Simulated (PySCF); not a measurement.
**Excitation energy of B by level of theory**

B [He] 2s2 2p1 (2P) → B [He] 2s1 2p1 3s1 (4P), as a difference of total energies. Calculation: PySCF 2.14, in aug-cc-pVTZ-DK; the spin-free X2C one-electron Hamiltonian (Gaussian nucleus). Correlated levels: valence: 1s2 frozen. The calculations carry no spin-orbit coupling.

```tsv
method	excitation energy (eV)
UHF	8.082
MP2 (valence)	9.129
SCS-MP2 (valence)	9.402
CCSD (valence)	9.573
CCSD(T) (valence)	9.607
```

Task: How much does correlation contribute at CCSD(T) (valence)?

Result: 9.607 − (8.082) = 1.525 eV, measured against UHF.

The upper state lies above the first ionisation limit, but in LS coupling its spin forbids autoionisation to the ground ion. A Rydberg-like electron needs more diffuse functions than a valence basis has.

The promoted electron is Rydberg-like, and one or two diffuse shells describe it only roughly, which tends to raise the upper state.
